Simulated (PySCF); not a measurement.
H3F2GeNO, SMILES [NH2][Ge]([OH])([F])[F], PBE0/def2-SVP optimised geometry.

```
8

N     -0.87     0.95     0.00
Ge    -0.25    -0.72     0.00
O      1.49    -0.72     0.00
F     -0.74    -1.74    -1.31
F     -0.91    -1.53     1.37
H     -0.55     1.56    -0.75
H     -1.86     1.07     0.19
H      1.86    -1.56    -0.31
```

Density from PBE0/def2-TZVP run with PySCF 2.14.0 at that geometry.

Minimum of the electron density along straight lines between bonded atoms, close to the bond critical point (lines longer than 1.1 times the sum of covalent radii, or with two minima, are not listed):

```json
[
 {"bond": "N1–Ge2", "length / Å": "1.780", "ρ at the minimum / e bohr⁻³": "0.159", "∇²ρ there / e bohr⁻⁵": "…", "position (fraction from the first atom)": "0.53"},
 {"bond": "Ge2–O3", "length / Å": "1.742", "ρ at the minimum / e bohr⁻³": "0.157", "∇²ρ there / e bohr⁻⁵": "0.74", "position (fraction from the first atom)": "0.47"},
 {"bond": "Ge2–F4", "length / Å": "1.732", "ρ at the minimum / e bohr⁻³": "0.145", "∇²ρ there / e bohr⁻⁵": "0.83", "position (fraction from the first atom)": "0.48"},
 {"bond": "Ge2–F5", "length / Å": "1.721", "ρ at the minimum / e bohr⁻³": "0.149", "∇²ρ there / e bohr⁻⁵": "0.87", "position (fraction from the first atom)": "0.48"},
 {"bond": "N1–H6", "length / Å": "1.014", "ρ at the minimum / e bohr⁻³": "0.331", "∇²ρ there / e bohr⁻⁵": "-1.65", "position (fraction from the first atom)": "0.74"},
 {"bond": "N1–H7", "length / Å": "1.014", "ρ at the minimum / e bohr⁻³": "0.331", "∇²ρ there / e bohr⁻⁵": "-1.66", "position (fraction from the first atom)": "0.74"},
 {"bond": "O3–H8", "length / Å": "0.964", "ρ at the minimum / e bohr⁻³": "…", "∇²ρ there / e bohr⁻⁵": "…", "position (fraction from the first atom)": "0.81"}
]
```

Problem. Fill in the missing entries.

Solution. 
- N1–Ge2, ∇²ρ there / e bohr⁻⁵: 0.50
- O3–H8, ρ at the minimum / e bohr⁻³: 0.353
- O3–H8, ∇²ρ there / e bohr⁻⁵: -2.41
